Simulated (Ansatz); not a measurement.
Consider the isomerisation: `BB(C)OC` → `BC(B)(C)O`.

Isolated molecules relaxed with PBE0-D4/def2-TZVP in Ansatz; ΔE leaves out vibrations. CBS: MP2 limit from def2 TZ/QZ plus the TZ coupled-cluster correction, frozen cores. DFT in def2-TZVPP. B3LYP here is the variant with VWN-RPA as its local correlation; programs differ in this. Each species was taken in one conformer, which may not be the lowest.

`BB(C)OC`:

```xyz
13

B     0.026    1.011    1.257
B    -0.024   -0.335    0.245
C    -0.027   -1.777    0.881
O    -0.049   -0.274   -1.111
C    -0.008    0.955   -1.797
H     1.053    1.452    1.696
H    -0.972    1.543    1.662
H     0.995   -2.032    1.190
H    -0.356   -2.534    0.164
H    -0.643   -1.851    1.782
H     0.917    1.021   -2.375
H    -0.855    1.012   -2.484
H    -0.055    1.810   -1.110
```

`BC(B)(C)O`:

```xyz
13

B    -1.624   -0.251    0.504
C    -0.283   -0.438   -0.173
B     0.212    1.016   -0.502
C     1.018   -0.228    0.663
O    -0.140   -1.424   -1.161
H    -2.622   -0.617   -0.042
H    -1.678    0.335    1.545
H    -0.088    1.972    0.142
H     0.804    1.130   -1.539
H     1.688   -1.050    0.427
H     0.836   -0.104    1.725
H     1.617    0.687    0.351
H     0.260   -1.027   -1.940
```

CCSD(T)/CBS gives +155.3 kJ/mol.

Problem. Another level gave +147.7 kJ/mol. Which?
A. SCS-MP2/def2-TZVPP
B. B3LYP-D4/def2-TZVPP
C. ωB97X-V/def2-TZVPP
D. MP2/def2-TZVPP

Solution. D. MP2/def2-TZVPP 147.7, B3LYP-D4 167.9, ωB97X-V 156.7, SCS-MP2/def2-TZVPP 160.9 kJ/mol.

Largest T1 diagnostic among the species: 0.013.

From PBE to PBE0 (25 % exact exchange), in def2-TZVPP and without D4, ΔE moves by +4.0 kJ/mol. The D4 term adds −5.2 kJ/mol with B3LYP and −2.4 kJ/mol with PBE0; it sums over pairs of atoms, weighted by their polarisabilities, and B3LYP, whose exchange is more repulsive, gets the larger term. In def2-TZVPP, CCSD(T) changes the Hartree–Fock value by −46.5 kJ/mol (the triples alone add −7.7 kJ/mol) and MP2 by −57.4 kJ/mol.
